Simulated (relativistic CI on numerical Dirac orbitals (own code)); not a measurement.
## Ir19+: q coefficients and field-shift factors

Computed by Dirac-Coulomb-Breit CI, KLI orbitals optimised for each configuration, derivatives by finite differences, unscaled Slater integrals, QED left out (own radial code, finite nucleus).

Configuration list (outside the closed core [Ar] 3d10 4s2): 4p⁶4d¹⁰4f¹², 4p⁶4d¹⁰4f¹¹5s, 4p⁶4d¹⁰4f¹⁰5s², 4p⁶4d¹⁰4f¹¹5p, 4p⁶4d⁹4f¹³, 4p⁶4d¹⁰4f¹¹5d, 4p⁶4d⁸4f¹⁴, 4p⁵4d¹⁰4f¹³. Levels of other configurations are missing.

With x = (α/α₀)² − 1 an excitation energy changes as ω = ω₀ + qx; K = 2q/ω₀ is the relative enhancement. Terms are leading LS components, so labels can repeat. The field-shift factor is F = δν/δ⟨r²⟩ for the transition from the lowest level.

Lowest level 4p⁶4d¹⁰4f¹² ³H6.

```tsv
Level	ω₀ (cm⁻¹)	q (cm⁻¹)	K	F (GHz/fm²)
4p⁶4d¹⁰4f¹² ³F4	9330.6	-1290	-0.276	0.059
4p⁶4d¹⁰4f¹² ³H5	23639.4	22400	1.9	1.35
4p⁶4d¹⁰4f¹² ³H4	32186.3	23680	1.47	1.52
4p⁶4d¹⁰4f¹² ³F2	32728.8	7635	0.467	0.744
4p⁶4d¹⁰4f¹² ³F3	35566.3	22620	1.27	1.52
4p⁶4d¹⁰4f¹² ³H4	54358.7	44840	1.65	2.78
4p⁶4d¹⁰4f¹² ³P2	61870.9	21420	0.692	1.83
4p⁶4d¹⁰4f¹² ³P0	75117.9	9260	0.247	1.74
4p⁶4d¹⁰4f¹² ¹I6	75152.3	19340	0.515	1.94
4p⁶4d¹⁰4f¹² ³P1	80921.9	22380	0.553	2.19
4p⁶4d¹⁰4f¹² ³P2	87647.9	37840	0.864	2.91
4p⁶4d¹⁰4f¹¹5s ⁵I°8	128030.5	-402400	-6.29	637
4p⁶4d¹⁰4f¹¹5s ⁵I°7	139548.5	-395800	-5.67	635
4p⁶4d¹⁰4f¹¹5s ⁵I°6	154328.6	-382200	-4.95	638
4p⁶4d¹⁰4f¹² ¹S0	155794.0	33490	0.43	4.83
4p⁶4d¹⁰4f¹¹5s ⁵F°5	157858.9	-399000	-5.05	637
4p⁶4d¹⁰4f¹¹5s ³I°7	158435.6	-382500	-4.83	632
4p⁶4d¹⁰4f¹¹5s ⁵I°5	162294.4	-388500	-4.79	637
4p⁶4d¹⁰4f¹¹5s ⁵I°4	162822.0	-393500	-4.83	636
4p⁶4d¹⁰4f¹¹5s ³H°6	166059.3	-392800	-4.73	634
4p⁶4d¹⁰4f¹¹5s ⁵S°2	172418.6	-398000	-4.62	637
4p⁶4d¹⁰4f¹¹5s ⁵F°4	174879.1	-379300	-4.34	637
4p⁶4d¹⁰4f¹¹5s ³D°1	178623.3	-399300	-4.47	635
```

At this charge transitions that keep the count of f electrons are usually good to a few per cent. Terms inside the open d or f shell come out 10 to 20 % too wide with unscaled integrals. Levels that differ in their count of f electrons can be misplaced by several ten thousand cm⁻¹, since the correlation energy of f electrons is missing or only estimated; rates across such gaps can be off by orders of magnitude.
